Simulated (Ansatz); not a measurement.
Ansatz (a program for electronic structure) input (HSE06/def2-TZVPD):

Ansatz 0.2 input:
```yaml
crystal:
  periodic: [false, false, false]
  atoms:
    - {symbol: C, position_ang: [1.68921057, -0.38959497, -0.52708370]}
    - {symbol: C, position_ang: [0.75462190, 0.15395693, 0.24251572]}
    - {symbol: C, position_ang: [-0.62612724, 0.49238941, -0.22442466]}
    - {symbol: O, position_ang: [-1.62950208, -0.17134035, 0.54492743]}
    - {symbol: H, position_ang: [1.50020664, -0.61143889, -1.57187190]}
    - {symbol: H, position_ang: [2.67602028, -0.62453304, -0.14926218]}
    - {symbol: H, position_ang: [0.95992023, 0.36218275, 1.28875840]}
    - {symbol: H, position_ang: [-0.72965390, 0.26416257, -1.29209074]}
    - {symbol: H, position_ang: [-0.82542426, 1.55786458, -0.09042587]}
    - {symbol: H, position_ang: [-1.45128369, -1.11802335, 0.50942869]}
basis:
  gaussian:
    orbitals: def2-TZVPD
hamiltonian:
  xc: {name: HSE06}
output: {forces: true}
```

Output:

```
Functional definition: HSE06
integrals: 0.11 GiB planned
1012 factors; their error is unknown
integrals: 0.15 GiB planned
157 factors; integrals over basis functions are off by at most 5.2e-7 eV
mean field: 1.11 GiB planned
mean field evaluation 1: about -5242.6320 eV, gradient 6.1e1 eV
mean field evaluation 2: about -5236.8539 eV, gradient 8.0e1 eV
mean field evaluation 4: about -5250.5907 eV, gradient 5.2e0 eV
mean field evaluation 8: about -5250.6331 eV, gradient 5.6e-1 eV
mean field evaluation 16: about -5250.6335 eV, gradient 2.4e-5 eV
mean field -5250.63353895 eV, -192.9572235490 hartree, gradient 2.4e-5 eV, S^2 0.000000; 0 other end points of the search recorded, 0 dependent functions left out
the calculation of the forces begins
reference -5250.63358822 eV, -192.9572253598 hartree; 16, 16 occupied and 189, 189 virtual orbitals, 1012 factors
Total energy: -5250.63358822 eV, -192.9572253598 hartree
Atom 0 at     1.689211    -0.389595    -0.527084 Å, force    -0.078381     0.042399     0.044904 eV/Å
Atom 1 at     0.754622     0.153957     0.242516 Å, force    -0.103831    -0.002124    -0.101290 eV/Å
Atom 2 at    -0.626127     0.492389    -0.224425 Å, force    -0.086766    -0.243538     0.234025 eV/Å
Atom 3 at    -1.629502    -0.171340     0.544927 Å, force     0.239253     0.043837    -0.177664 eV/Å
Atom 4 at     1.500207    -0.611439    -1.571872 Å, force    -0.022042    -0.006511    -0.057425 eV/Å
Atom 5 at     2.676020    -0.624533    -0.149262 Å, force     0.050149    -0.005730     0.032957 eV/Å
Atom 6 at     0.959920     0.362183     1.288758 Å, force     0.018751     0.010103     0.055460 eV/Å
Atom 7 at    -0.729654     0.264163    -1.292091 Å, force    -0.007525    -0.010416    -0.031224 eV/Å
Atom 8 at    -0.825424     1.557865    -0.090426 Å, force    -0.002763     0.043891     0.005931 eV/Å
Atom 9 at    -1.451284    -1.118023     0.509429 Å, force    -0.006845     0.128088    -0.005673 eV/Å
Dipole moment:     0.256659    -0.133869    -0.150428 e Å
```
